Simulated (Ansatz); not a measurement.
Basis-set extrapolation for C2H5AlBCl (`C[B]1[CH2][Al]1[Cl]`) (PBE0-D4/def2-TZVP geometry, frozen core, Ansatz 0.2.0). Multiplicity 1, RHF reference.

```
                      def2-TZVPP   def2-QZVPP
                 HF  -804.817951  -804.841915
    MP2 correlation    -0.710161    -0.762550
CCSD(T) correlation    -0.793457      not run
```

Energies in hartree. Use E(X) = E(∞) + A·exp(−7.88·√X) for Hartree–Fock and E(X) = E(∞) + B·X^(−2.97) for correlation, with X = 3 and 4, and add CCSD(T) minus MP2 of the smaller set to the MP2 limit.

Task: What is the CCSD(T) energy at the basis-set limit?

Result: HF limit: -804.841915 + (-0.023964) × 0.13774 = -804.84522. MP2 limit: -0.762550 + (-0.052389) × 0.74074 = -0.80136. Higher-order term: -0.793457 − (-0.710161) = -0.08330. Total: -805.72988 hartree, 3.22 eV below CCSD(T)/def2-TZVPP.
